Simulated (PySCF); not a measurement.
# Ga₃O⁺, singlet: data card

All numbers come from PBE0 in PySCF with O def2-SVP, Ga def2-SVP; no relativity; density-fitted integrals.

The structure is a minimum.

Z-matrix (Å, degrees; charge 1 multiplicity 1):
```
O
Ga 1 1.9811
Ga 1 1.9811 2 120.00
Ga 1 1.9811 2 120.00 3 180.00
```

```
Point group                                                                   : D3h
Bond lengths                                                                  : O–Ga 1.981 Å (×3)
Bond angles                                                                   : Ga–O–Ga 120.0° (×3)
Principal quadrupole moments (Buckingham, traceless) about the centre of mass : -7.57, 3.78, 3.78 D Å
Heat capacity Cp at 298.15 K                                                  : 76.3 J/(mol K)
Highest occupied level                                                        : -11.65 eV
Principal polarisabilities                                                    : 69.0, 96.2, 96.2 bohr³
Rotational constants                                                          : 0.04154, 0.04154, 0.02077 cm⁻¹
Rotational symmetry number                                                    : 6
Entropy at 298.15 K and 1 bar                                                 : 343.9 J/(mol K)
Enthalpy at 298.15 K above 0 K                                                : 18.23 kJ/mol
Zero-point energy                                                             : 8.9 kJ/mol
Lowest empty level                                                            : -6.32 eV
Dipole moment about the centre of mass                                        : 0.00 D
```

Harmonic modes (masses in u: O 15.995, Ga 68.926):
```csv
symmetry,ω (cm⁻¹),"IR (km/mol, summed over degenerate members)",μ (u)
e',83,3.0,59.96
a2'',179,1.0,16.93
a1',229,0.0,68.93
e',455,650,17.57
```

In D3h the vibrations span 2e' + a2'' + a1'. The a1' mode carries no infrared intensity, as symmetry demands.

Charges (e):
```csv
atom,Mulliken,Löwdin,polar tensor,Mayer order to O1
O1,-0.75,-0.30,-1.39,–
"Ga2,3,4",0.58,0.43,0.80,0.63
```

Mulliken populations on O1: s 3.85, p 4.89, d 0.00.

Outer orbital energies (eV). occupied: -27.89, -27.38, -16.94, -16.94, -14.12, -13.44, -11.65, -11.65; empty: -6.32, -6.32, -5.61, -5.59.

Other isomers or separated fragments may lie lower.

The final relaxation and frequency run took 27 s on 2 threads of a shared Intel Xeon 6975P-C (Granite Rapids) host, with 110 basis functions and 6 gradients; the process peaked at 1.2 GiB. Launch command: `OMP_NUM_THREADS=2 python axn.py task.json out`.
